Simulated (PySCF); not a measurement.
A structure optimised at B3LYP-D3(BJ)/def2-SVP, used in a PySCF frequency run:

```
C
H 1 1.1023
H 1 1.1028 2 107.70
C 1 1.5232 2 111.80 3 124.21
H 4 1.1011 1 110.88 2 62.05
H 4 1.1036 5 108.02 1 123.10
H 4 1.1041 5 107.28 6 114.94
Bi 1 2.3151 2 106.89 3 -113.61
O 8 2.1124 1 92.58 2 168.70
H 9 0.9687 8 110.26 1 11.94
O 8 2.1155 9 97.86 10 -82.59
H 11 0.9694 8 109.52 9 27.67
```
Charge 0, spin multiplicity 1.

**Question.** Write its SMILES and formula.

**Answer.** C[CH2][Bi]([OH])[OH], C2H7BiO2

**Question.** What are its rotational constants (standard atomic weights)?

**Answer.** 3.1217, 1.8486, 1.7321 GHz
